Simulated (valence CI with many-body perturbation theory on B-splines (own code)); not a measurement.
## Nd²⁶⁺: key properties

Method: relativistic CI+MBPT: six valence electrons over a frozen Dirac-Fock core [Ar] 3d10, radial functions for each j: 9 s, 9 p, 8 d, 6 f, 3 g, 1 h, with the one-electron correlation potential Σ1 (screened to all orders), the two-electron term Σ2, the three-electron term Σ3, Breit, model QED; selected single and double excitations, second order for the rest, scaled by the run's own slope (own B-spline code, finite nucleus).

No measured spectrum was set against this ion. As an estimate, large intervals hold to a few tenths of a per cent, small ones and those within an open d or f shell to about a per cent. Among the levels kept, up to 690 cm⁻¹ of a level comes from second order outside the variational space, and about a tenth of that is noise between levels of different J, which matters for small intervals.

Levels are named by their leading jj configuration (3d3/2^4 stands for four electrons in 3d with j = 3/2), which in mixed levels can hold well under half, so a name can repeat and another be missing.

Rates and lifetimes use the calculated energies. Strong lines usually hold to 10 to 20 %, long lifetimes can be off by a factor of two.

Task: What is the ground level?

Result: (4s^2 4p1/2^2 4p3/2^2) J=2, composition 72 % 4s²4p⁴ ³P + 26 % 4s²4p⁴ ¹D, g = 1.365.

Task: What is the ionisation energy?

Result: 940.44 eV; NIST lists 939 ± 4 eV (theoretical).

Task: Where does the other parity begin?

Result: At (4s 4p1/2^2 4p3/2^3) J=2, 92.11 eV.

Task: Among levels below 158.90 eV, which E1 lines absorb most strongly from the ground level?

Result: to (4s^2 4p1/2 4p3/2^2 4d3/2) J=3 at 8.403 nm, f = 0.981; to (4s^2 4p1/2 4p3/2^2 4d3/2) J=2 at 8.502 nm, f = 0.536; to (4s^2 4p1/2^2 4p3/2 4d5/2) J=3 at 10.38 nm, f = 0.238.

Task: What are the static dipole polarisabilities of the lowest levels?

Result: (4s^2 4p1/2^2 4p3/2^2) J=2 0.126 (tensor 0.0019); (4s^2 4p1/2^2 4p3/2^2) J=0 0.125; (4s^2 4p1/2 4p3/2^3) J=1 0.134 (tensor -0.0040); (4s^2 4p1/2 4p3/2^3) J=2 0.133 (tensor -0.0095) bohr³, of which the core gives 0.00640.

Task: Name the longest-lived excited levels whose lifetime is computed, and their main decay.

Result: (4s^2 4p1/2^2 4p3/2^2) J=0 at 6.09 eV lives 352 ms, mostly by E2 to (4s^2 4p1/2^2 4p3/2^2) J=2; (4s^2 4p1/2^2 4p3/2 4d5/2) J=4 at 111.04 eV lives 400 μs, mostly by M2 to (4s^2 4p1/2^2 4p3/2^2) J=2; (4s^2 4p1/2 4p3/2^2 4d5/2) J=4 at 140.01 eV lives 28.8 μs, mostly by M1 to (4s^2 4p1/2^2 4p3/2 4d5/2) J=4.

Task: How well does LS coupling describe the low levels?

Result: Among the lowest 20 levels the leading LS term, summed over configurations, holds 56 % on average. For single configurations the figures are 51 % in LS and 79 % in jj coupling. Terms mix most in the J = 3 level at 119.41 eV, where the leading one holds 24 %.
